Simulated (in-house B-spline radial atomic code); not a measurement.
## Zn⁵⁺: [Ar] 3d6 4s1 (an excited or competing configuration)

Computed with an all-electron radial atomic-structure program (B-spline basis): Dirac-Hartree-Fock, average of configuration, Fermi nucleus of rms radius 3.9283 fm.

Screening seen three ways: the hydrogenic charge with the same mean radius, Z_r = [3n² - l(l+1)]/(2<r>), the one with the same energy, Z_e = n√(-2ε), and Slater's rules. Values are occupation-weighted means over j.

```
shell  electrons   ε (eV)  <r> (bohr)    Z_r    Z_e  Slater
   1s          2  -9844.9     0.05029  29.83  26.90   29.70
   2s          2  -1347.1      0.2249  26.68  19.90   25.85
   2p          6    -1178      0.1979  25.27  18.61   25.85
   3s          2  -261.06      0.6569  20.55  13.14   18.75
   3p          6   -206.4      0.6769  18.47  11.68   18.75
   3d          6  -124.21      0.7049  14.90   9.06   10.25
   4s          1  -73.355       1.723  13.93   9.29    8.10
```

The least bound orbital is 4s1/2 at -73.35 eV, and it is also the most diffuse (<r> = 1.723 bohr).

Spin-orbit splittings of the orbital energies (j = l + 1/2 above j = l - 1/2 when positive): 2p 24.14 eV, 3p 3.555 eV, 3d 0.4944 eV.

For the 1s electron the small component carries 1.17 % of the norm, the zero-frequency Breit interaction raises the level by 13.21 eV, self-energy by 6.727 eV, and vacuum polarisation lowers it by 0.6236 eV.
